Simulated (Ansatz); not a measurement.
Input file for Ansatz (a program for electronic structure): R-HF/def2-TZVPP on BH3Se (SMILES B[SeH]), atoms moved off the minimum.

Ansatz 0.2 input:
```yaml
crystal:
  periodic: [false, false, false]
  atoms:
    - {symbol: B, position_ang: [0.58740905, -0.08225208, -1.61525965]}
    - {symbol: H, position_ang: [-0.28062767, -0.63630683, -2.39511410]}
    - {symbol: H, position_ang: [1.67838060, 0.35663832, -2.04082294]}
    - {symbol: Se, position_ang: [-0.10641121, -0.18014303, 0.33154478]}
    - {symbol: H, position_ang: [1.05716739, 0.56925307, 1.03349044]}
basis:
  gaussian:
    orbitals: def2-TZVPP
hamiltonian:
  xc: {name: HF}
scf: {lower_state_search: off}
output: {forces: true}
```

### Question
What total energy does the run end on?

### Answer
-2426.2712 hartree.
